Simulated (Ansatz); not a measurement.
Problem. Name a neutral molecule of O, Se, Ti and H with ideal-gas entropy at 298 K and 1 bar (rigid rotor, harmonic PBE0-D4/def2-TZVP) between 389 and 405 J/(mol·K) and HOMO energy (PBE0/def2-TZVPP) between -7.10 and -6.80 eV (Ansatz, PBE0-D4/def2-TZVP geometry).

Solution. `[OH][Ti]([OH])([OH])[SeH]` (404 J/(mol·K), -6.86 eV). Other molecules can fit too; these were computed, each in one conformer that needn't be the lowest.
